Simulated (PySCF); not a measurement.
# Tm⁵⁹⁺: ionisation energy

Tm⁵⁹⁺ [Ne] → Tm⁶⁰⁺ [He] 2s2 2p5 [2p1/2^2 2p3/2^3, M_J = 3/2], as a difference of total energies. Calculation: PySCF 2.14, in an uncontracted even-tempered set (17 s from 41 bohr⁻², ratio 2.4; 13 p from 53 bohr⁻², ratio 2.4; 5 d from 190 bohr⁻², ratio 2.6; 4 f from 280 bohr⁻², ratio 2.6); the two-component X2C-1e Hamiltonian. Correlated levels: nothing frozen; the 30 highest virtual spinors dropped. "Screened" scales the spin-orbit matrix elements by Boettger's factors to mimic the two-electron term; Breit and QED terms are absent.

```tsv
method	ionisation energy (eV)
GHF (spin-free)	13659.3
GMP2 (spin-free)	13660.9
GHF (screened spin-orbit)	13360.8
GMP2 (screened spin-orbit)	13362.3
```

For this ion Breit and QED terms and the two-electron picture change, all absent here, outweigh the correlation shift from GHF to GMP2.

The spin-free rows lack the spin-orbit shift.

For comparison: 13347 ± 7 eV (theoretical estimate listed by NIST; NIST Atomic Spectra Database, ionization energies).
